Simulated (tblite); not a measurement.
Compound: C7H11FOSi.
Atom-mapped SMILES: `[CH2:1]=[CH:2][Si@H:3](/[CH:4]=[CH:5]\[CH:6]=[CH:7]\[F:8])[O:9][CH3:10]` (hydrogens: H11, H12 on C1; H13 on C2; H14 on Si3; H15 on C4; H16 on C5; H17 on C6; H18 on C7; H19, H20, H21 on C10)

The geometry is computed with GFN2-xTB (gas phase).

**Question.** List the bond lengths, angles and torsions at this level.

**Answer.** 
```json
{"bond": "C1=C2", "length (pm)": "132.5"}
{"bond": "C2–Si3", "length (pm)": "189.3"}
{"bond": "Si3–C4", "length (pm)": "187.8"}
{"bond": "C4=C5", "length (pm)": "133.5"}
{"bond": "C5–C6", "length (pm)": "144.0"}
{"bond": "C6=C7", "length (pm)": "132.8"}
{"bond": "C7–F8", "length (pm)": "134.3"}
{"bond": "Si3–O9", "length (pm)": "162.7"}
{"bond": "O9–C10", "length (pm)": "139.3"}
{"bond": "C1–H11", "length (pm)": "107.9"}
{"bond": "C1–H12", "length (pm)": "108.0"}
{"bond": "C2–H13", "length (pm)": "108.4"}
{"bond": "Si3–H14", "length (pm)": "147.4"}
{"bond": "C4–H15", "length (pm)": "108.2"}
{"bond": "C5–H16", "length (pm)": "108.5"}
{"bond": "C6–H17", "length (pm)": "107.8"}
{"bond": "C7–H18", "length (pm)": "108.0"}
{"bond": "C10–H19, C10–H20, C10–H21", "length (pm)": "109.2"}
```

Bonds in one row agree within 1 pm and their mean is given. A selection of angles:
```json
{"angle": "C2–C1–H11", "degrees": "121.6"}
{"angle": "C2–C1–H12", "degrees": "122.8"}
{"angle": "H11–C1–H12", "degrees": "115.6"}
{"angle": "C1–C2–Si3", "degrees": "124.6"}
{"angle": "C1–C2–H13", "degrees": "117.7"}
{"angle": "Si3–C2–H13", "degrees": "117.7"}
{"angle": "C2–Si3–C4", "degrees": "112.2"}
{"angle": "C2–Si3–O9", "degrees": "112.9"}
{"angle": "C2–Si3–H14", "degrees": "107.6"}
{"angle": "C4–Si3–O9", "degrees": "99.6"}
{"angle": "C4–Si3–H14", "degrees": "113.7"}
{"angle": "O9–Si3–H14", "degrees": "110.9"}
{"angle": "Si3–C4–C5", "degrees": "125.9"}
{"angle": "Si3–C4–H15", "degrees": "116.3"}
{"angle": "C5–C4–H15", "degrees": "117.8"}
{"angle": "C4–C5–C6", "degrees": "124.4"}
{"angle": "C4–C5–H16", "degrees": "120.4"}
{"angle": "C6–C5–H16", "degrees": "115.2"}
{"angle": "C5–C6–C7", "degrees": "122.7"}
{"angle": "C5–C6–H17", "degrees": "117.7"}
{"angle": "C7–C6–H17", "degrees": "119.6"}
{"angle": "C6–C7–F8", "degrees": "121.8"}
{"angle": "C6–C7–H18", "degrees": "126.2"}
{"angle": "F8–C7–H18", "degrees": "111.9"}
{"angle": "Si3–O9–C10", "degrees": "128.4"}
{"angle": "O9–C10–H19", "degrees": "110.5"}
{"angle": "O9–C10–H20", "degrees": "108.0"}
{"angle": "H19–C10–H20", "degrees": "109.1"}
{"angle": "H19–C10–H21", "degrees": "108.5"}
```

Dihedral angles: C1–C2–Si3–C4 96° (anticlinal); C2–Si3–C4–C5 63° (synclinal); Si3–C4–C5–C6 1° (synperiplanar); C4–C5–C6–C7 -179° (antiperiplanar); C5–C6–C7–F8 180° (antiperiplanar); C2–Si3–O9–C10 -64° (synclinal).

Si3 (oxygen-bound silicon) is distorted tetrahedral (angles from 99.6° to 113.7°). Of the pairs four or more bonds apart, Si3···H17 is among the closest relative to their van der Waals radii: 2.81 Å, 85 % of the sum of Bondi's values. The 4 C–C bonds span 1.325 Å (C1=C2, drawn double) to 1.440 Å (C5–C6, drawn single), a spread of 0.115 Å.

Point group: C1 (no symmetry element, even within 0.4 Å). Its GFN2-xTB frequencies are all real (lowest 24 cm⁻¹). The numbers are those of one conformer. 3 starts were optimised and ended at 0.00, 0.20 and 1.37 kcal/mol (GFN2-xTB); the lowest of these is shown.
